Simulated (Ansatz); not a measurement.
Sn6S6⁺. Total charge 1; doublet. Geometry PBE-D4/def2-SVP, that of the neutral singlet; atoms count from 1.

Cartesian coordinates in Å:
```
Sn 1.416 1.283 1.311
Sn -0.601 -1.695 2.710
Sn 1.121 -1.863 -0.800
Sn 1.212 1.554 -2.590
Sn -2.458 0.974 1.138
Sn -2.028 0.054 -2.042
S 0.042 -0.683 -3.259
S -1.585 -1.464 0.141
S -0.648 1.974 -0.590
S -0.883 0.873 3.091
S 2.667 0.288 -0.940
S 1.747 -1.297 1.831
```

In the def2 sets Sn takes a core potential; there is no spin–orbit coupling. The structure comes from a short search, and lower isomers may exist.

(1) Estimate the Mulliken populations from the PBE0/def2-SVP orbitals of Ansatz.

(2) Where does the spin sit?

(3) And the Mayer bond orders between bonded heavy atoms (over 0.3)?

Answers

(1) 
| atom | charge (e) | spin (α − β) |
| --- | --- | --- |
| Sn1 | 0.72 | 0.08 |
| Sn2 | 0.68 | 0.06 |
| Sn3 | 0.72 | 0.08 |
| Sn4 | 0.68 | 0.06 |
| Sn5 | 0.64 | -0.02 |
| Sn6 | 0.64 | -0.02 |
| S7 | -0.46 | 0.16 |
| S8 | -0.61 | 0.04 |
| S9 | -0.61 | 0.04 |
| S10 | -0.46 | 0.16 |
| S11 | -0.47 | 0.18 |
| S12 | -0.46 | 0.19 |
Mulliken values and Mayer orders depend strongly on the basis.

(2) Summed by element: Sn 0.23, S 0.77, of 1 unpaired in all. Largest on single atoms: S12 0.19, S11 0.18, S10 0.16.

(3) Sn1–S9 0.47 (2.89 Å); Sn1–S10 0.39 (2.94 Å); Sn1–S11 0.54 (2.76 Å); Sn1–S12 0.64 (2.65 Å); Sn2–S8 0.45 (2.76 Å); Sn2–S10 0.72 (2.61 Å); Sn2–S12 0.79 (2.54 Å); Sn3–S7 0.39 (2.93 Å); Sn3–S8 0.47 (2.89 Å); Sn3–S11 0.64 (2.65 Å); Sn3–S12 0.54 (2.76 Å); Sn4–S7 0.72 (2.61 Å); Sn4–S9 0.45 (2.76 Å); Sn4–S11 0.79 (2.54 Å); Sn5–S8 0.51 (2.77 Å); Sn5–S9 0.51 (2.70 Å); Sn5–S10 0.87 (2.51 Å); Sn6–S7 0.87 (2.51 Å); Sn6–S8 0.51 (2.70 Å); Sn6–S9 0.51 (2.77 Å).
